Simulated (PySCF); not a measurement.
Broadened absorption spectrum of CH11NSi3

Compound: CH11NSi3.
Bonds: N1–Si2, Si2–C3, C3–Si4, Si4–Si5. Hydrogens: H6, H7 on N1; H8, H9 on Si2; H10, H11 on C3; H12, H13 on Si4; H14, H15, H16 on Si5.

Method used: TDDFT PBE0/def2-SVPD, vertical, gas phase, core orbitals frozen in the response in PySCF. Geometry: GFN2-xTB, one conformer, isolated molecule. Torsions of this conformer, `[NH2:1][SiH2:2][CH2:3][SiH2:4][SiH3:5]`: N1–Si2–C3–Si4 174°, Si2–C3–Si4–Si5 -63°, H–N1–Si2–C3 47°, H–N1–Si2–C3 -176°.

Each state is given a Gaussian of 0.3 eV full width at half maximum, with ε(max) = 2.175×10⁸ f / Δν̃ (Δν̃ the width in cm⁻¹). The cross-section is σ = 3.8235×10⁻²¹ ε cm², given in Mb (10⁻¹⁸ cm²). The width is an assumption, not a result. The curve ends short of the highest state used, and states not computed would add to its high-energy end.

E (eV), σ (Mb) and a bar:
```
     5.78       0.01 
     5.81       0.02 
     5.83       0.03 
     5.86       0.07 
     5.88       0.10 #
     5.91       0.19 #
     5.93       0.28 ##
     5.96       0.48 ###
     5.98       0.66 ####
     6.01       1.02 ######
     6.03       1.33 ########
     6.06       1.89 ###########
     6.08       2.32 #############
     6.11       3.01 #################
     6.13       3.49 ####################
     6.15       3.94 ######################
     6.18       4.54 ##########################
     6.20       4.86 ############################
     6.23       5.18 #############################
     6.25       5.28 ##############################
     6.28       5.24 ##############################
     6.30       5.11 #############################
     6.33       4.78 ###########################
     6.35       4.50 ##########################
     6.38       4.02 #######################
     6.40       3.68 #####################
     6.43       3.16 ##################
     6.45       2.81 ################
     6.48       2.32 #############
     6.50       2.01 ###########
     6.53       1.58 #########
     6.55       1.32 #######
     6.58       0.99 ######
     6.60       0.81 #####
     6.63       0.59 ###
     6.65       0.49 ###
     6.68       0.41 ##
     6.70       0.39 ##
     6.73       0.43 ##
     6.75       0.49 ###
     6.78       0.65 ####
     6.80       0.80 ####
     6.83       1.09 ######
     6.85       1.34 ########
```

Q: Locate the maxima and give the states behind the curve.

A: 198 nm (6.26 eV), ε about 1400, made up of S1 (86%) and S2 (14%) (ε in L mol⁻¹ cm⁻¹; maxima over ε = 5, shares over 10%). At its high-energy end, 6.85 eV, the curve is still rising (ε about 350, from S3 and S4). The states used: S1 6.23 eV (f 0.014); S2 6.43 eV (f 0.0051); S3 6.92 eV (f 0.0024); S4 7.13 eV (f 0.020); S5 7.26 eV (f 0.0009); S6 7.30 eV (f 0.014); S7 7.40 eV (f 0.0091); S8 7.45 eV (f 0.034).

Q: On this curve, what absorbance would a 10⁻³ mol/L sample give at 193 nm over a 1 cm path?

A: 193 nm is 6.424 eV, where ε is about 850 L mol⁻¹ cm⁻¹, so A = ε c l ≈ 0.85 (Beer–Lambert, with the gas-phase spectrum and the assumed width).

Q: What would ε be at 6.26 eV, the highest of these maxima, with half the width (0.15 eV)?

A: About 2240 L mol⁻¹ cm⁻¹ against 1380, a factor of about 1.6; a lone state at its own centre would give exactly 2.

Q: Coming from long wavelengths, where does ε first pass 100 L mol⁻¹ cm⁻¹?

A: At about 208 nm (5.95 eV), 0.28 eV below S1.
